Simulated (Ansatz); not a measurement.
Reaction (hydrogenolysis of the Si–C bond): `C=C[SiH](N)CC` + H₂ → `CC[SiH2]N` + `C=C`

Computed with Ansatz on PBE0-D4/def2-TZVP structures; ΔE is electronic, products minus reactants. CBS: MP2 limit from def2 TZ/QZ plus the TZ coupled-cluster correction, frozen cores. This one scheme is used for every species. Functionals use def2-TZVPP. B3LYP here is the variant with VWN-RPA as its local correlation; programs differ in this. Each species was taken in one conformer, which may not be the lowest.

`C=C[SiH](N)CC`:

```xyz
17

C     0.511    0.254    2.547
C     0.843    0.406    1.268
Si    0.283   -0.762   -0.079
N    -0.646   -2.091    0.495
C    -0.724    0.179   -1.348
C    -0.020    1.408   -1.917
H    -0.106   -0.579    2.874
H     0.837    0.942    3.323
H     1.470    1.259    1.006
H     1.505   -1.331   -0.719
H    -1.592   -1.963    0.816
H    -0.205   -2.865    0.963
H    -0.983   -0.521   -2.149
H    -1.673    0.472   -0.881
H     0.190    2.146   -1.138
H    -0.625    1.904   -2.680
H     0.935    1.143   -2.380
```

H₂:

```xyz
2

H     0.081    0.247   -0.268
H    -0.081   -0.247    0.268
```

`CC[SiH2]N`:

Cartesian coordinates in Å:
```
C -0.712 0.824 1.617
C -0.677 -0.211 0.497
Si 0.682 0.099 -0.750
N 0.676 -1.131 -1.958
H -0.888 1.830 1.225
H -1.505 0.612 2.339
H 0.232 0.851 2.167
H -1.632 -0.239 -0.039
H -0.536 -1.216 0.915
H 1.967 0.225 0.011
H 0.472 1.387 -1.469
H 0.830 -2.093 -1.699
H 1.091 -0.938 -2.855
```

`C=C`:

Cartesian coordinates in Å:
```
C -0.248 0.094 0.606
C 0.248 -0.094 -0.606
H -1.301 -0.053 0.820
H 0.379 0.403 1.436
H 1.301 0.053 -0.820
H -0.379 -0.403 -1.436
```

CCSD(T)/CBS gives -12.2 kJ/mol.

**Question.** Another level gave -17.3 kJ/mol. Which?
A. B3LYP/def2-TZVPP
B. LC-ωPBE/def2-TZVPP
C. r2SCANh-D4/def2-TZVPP
D. B97M-V/def2-TZVPP

**Answer.** D. B97M-V -17.3, r2SCANh-D4 -11.0, B3LYP -28.1, LC-ωPBE -21.6 kJ/mol.

Largest T1 diagnostic among the species: 0.011.

At CCSD(T), def2-SVP lies −11.6 kJ/mol from the extrapolated value and def2-TZVPP −1.9 kJ/mol. The D4 term adds +15.2 kJ/mol with B3LYP and +8.8 kJ/mol with PBE0; it sums over pairs of atoms, weighted by their polarisabilities, and B3LYP, whose exchange is more repulsive, gets the larger term.
